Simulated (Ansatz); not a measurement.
Born–Oppenheimer molecular dynamics of C₂H₇BFN (12 atoms, charge 0, multiplicity 1). It starts from a relaxed structure.

The calculation used Ansatz 0.2.0, RKS BLYP-D4/6-31G.

- ensemble: NVT, Langevin thermostat
- time step: 1 fs
- steps asked: 250
- set temperature: 300 K
- friction: 0.005 /fs
- masses: H 2.014 u
- seed: 740615

First frame:

```xyz
12
Properties=species:S:1:pos:R:3
C -1.163 0.697 -0.264
C 0.014 -0.321 -0.128
N 0.084 -0.858 1.236
B 1.369 0.309 -0.609
F 2.529 0.081 0.114
H -1.240 1.084 -1.295
H -2.120 0.209 -0.008
H -1.019 1.539 0.431
H -0.181 -1.115 -0.910
H 0.999 -1.171 1.555
H -0.682 -1.465 1.525
H 1.489 0.955 -1.613
```

(1) How far do the bonds stretch over the last three quarters of this one trajectory? (Pairs bonded in most of those frames.)

## Answers

(1) 
| bond | mean (Å) | spread (Å) | shortest | longest |
| --- | --- | --- | --- | --- |
| C1–C2 | 1.572 | 0.029 | 1.52 | 1.63 |
| C1–H6 | 1.106 | 0.022 | 1.06 | 1.16 |
| C1–H7 | 1.109 | 0.038 | 1.04 | 1.18 |
| C1–H8 | 1.109 | 0.028 | 1.05 | 1.18 |
| C2–N3 | 1.490 | 0.033 | 1.41 | 1.57 |
| C2–B4 | 1.581 | 0.031 | 1.51 | 1.64 |
| C2–H9 | 1.124 | 0.034 | 1.06 | 1.19 |
| N3–H10 | 1.027 | 0.031 | 0.97 | 1.09 |
| N3–H11 | 1.029 | 0.038 | 0.95 | 1.10 |
| B4–F5 | 1.389 | 0.028 | 1.33 | 1.45 |
| B4–H12 | 1.208 | 0.045 | 1.13 | 1.28 |

Mean temperature of the second half: 326 K. A run of 0.25 ps of so small a system gives no equilibrium averages. Limits of this set-up: no polarisation functions.

Run time: 10 min on 1 thread of Arm Neoverse V2, on a shared host, peak memory 0.12 GiB.
